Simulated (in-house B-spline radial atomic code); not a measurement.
Inner levels of mercury as electrons are removed. A shift is the extra binding of the orbital against the neutral atom ([Xe] 4f14 5d10 6s2). The density at the nucleus is averaged over the nuclear charge. Computed with an all-electron radial atomic-structure program (B-spline basis): Dirac-Hartree-Fock, jj configuration that fills j = l - 1/2 first, finite nuclei.

A number in brackets counts the electrons of a j subshell.

```csv
ion,configuration,shift of 1s1/2 (eV),radius of 1s1/2 (bohr),Σ<r²> (bohr²),change of density at nucleus (bohr⁻³)
Hg70+,[He] 2s2 2p6,6609.7,0.016573,0.039669,-74168.6
Hg71+,[He] 2s2 2p1/2(2) 2p3/2(3),7103.46,0.016565,0.034315,-70783.1
Hg72+,[He] 2s2 2p1/2(2) 2p3/2(2),7601.84,0.016557,0.029084,-67354.5
Hg73+,[He] 2s2 2p1/2(2) 2p3/2(1),8104.84,0.016549,0.023973,-63882.5
Hg74+,[He] 2s2 2p1/2(2),8612.47,0.01654,0.018978,-60367
Hg75+,[He] 2s2 2p1/2(1),9215.95,0.016526,0.015086,-66152.9
Hg76+,[He] 2s2,9826.04,0.016512,0.011298,-72219.3
Hg77+,[He] 2s1,10328.2,0.01651,0.0059824,-212257
Hg78+,1s2,10833.9,0.016503,0.0007525,-354802
Hg79+,1s1,12407.1,0.01641,0.00037185,-1.21977e+06
```
